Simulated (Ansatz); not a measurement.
Program: Ansatz. Geometries: PBE0-D4/def2-TZVP. ΔE: electronic, gas phase. CCSD(T)/CBS is the MP2 limit (def2-TZVPP, def2-QZVPP) plus CCSD(T) − MP2 in def2-TZVPP, frozen cores. This one scheme is used for every species. Functionals use def2-TZVPP. For As outer-core shells are correlated without core-valence functions, which leaves a few kJ/mol of doubt a bond. Scalar relativity is left out up to krypton. Each species was taken in one conformer, which may not be the lowest.

Reaction (formal exchange of groups at the Si–C bond): `C[SiH2][AsH2]` + `C=C` → `C=C[SiH2][AsH2]` + CH₄

Question: Is it downhill or uphill in electronic energy at CCSD(T)/CBS, and by how much? (An estimate is asked.)

Answer: Computed: Downhill: ΔE = -9.0 kJ/mol.

Question: What do these levels give: r2SCAN-D4, B2PLYP, CCSD/def2-TZVPP, HF/def2-QZVPP, HF/CBS(def2), MP2/CBS(def2)? (Estimate.)

Answer: The calculation gave: r2SCAN-D4 -11.1, B2PLYP -9.7, CCSD/def2-TZVPP -7.7, HF/def2-QZVPP -5.3, HF/CBS(def2) -5.2, MP2/CBS(def2) -11.5 kJ/mol.

Largest T1 diagnostic among the species: 0.012.

In def2-TZVPP, CCSD(T) changes the Hartree–Fock value by −3.9 kJ/mol (the triples alone add −1.7 kJ/mol) and MP2 by −6.4 kJ/mol. The D4 term adds −3.3 kJ/mol with B3LYP and −2.0 kJ/mol with PBE0; it sums over pairs of atoms, weighted by their polarisabilities, and B3LYP, whose exchange is more repulsive, gets the larger term.

B3LYP here is the variant with VWN-RPA as its local correlation; programs differ in this.
